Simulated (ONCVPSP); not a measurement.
**Configuration tests for magnesium (ONCV)**

- Element: Mg
- Generator: ONCVPSP 4.0.1
- Type: optimised norm-conserving Vanderbilt (ONCV)
- Functional: LDA (Perdew-Wang 92)
- Relativity: scalar-relativistic
- Frozen core: [He] 2s2
- Valence charge: 8
- Reference configuration: 2p6 3s1 (charge +1)
- Partial waves: 3s: rc 1.70 bohr, ncon 3, nbas 7, qcut 3.1 1/bohr, 2 projectors, debl 3 Ha; 2p: rc 0.60 bohr, ncon 4, nbas 7, qcut 11.8 1/bohr, 2 projectors, debl 1.1 Ha
- Local potential: polynomial inside 0.50 bohr (lpopt 5, dvloc0 0 Ha)
- Core correction: Teter function, fcfact 5, rcfact 1.5

In the p channel the program set the typed energies aside and used -2.052, 0.250 Ha.

Energies are relative to the spin-unpolarised reference configuration 2p6 3s1; without spin polarisation the order of configurations can differ from experiment.

Question: Give the all-electron excitation energy and the error of the potential for: 2p6 3s2; 2p6 3s0; 2p6 3s1.5; 2p6 3s0 3p2.

Answer:

```tsv
valence configuration	charge	ΔE all-electron (eV)	error AE − PS (meV)
2p6 3s2	0	-8.068	+4.1
2p6 3s0	+2	15.043	+17
2p6 3s1.5	+0.5	-4.879	+1.8
2p6 3s0 3p2	0	-0.801	-5.2
```

Levels in the configuration 2p6 3s2:

| level | all-electron (eV) | pseudo (eV) |
| --- | --- | --- |
| 2p | -46.726 | -46.850 |
| 3s | -4.782 | -4.786 |

Note: ghosts flagged at negative energy: s at -39.1 eV; GHOST(+) flags only above 600 eV. A true bound ghost makes a file unfit for plane-wave use.
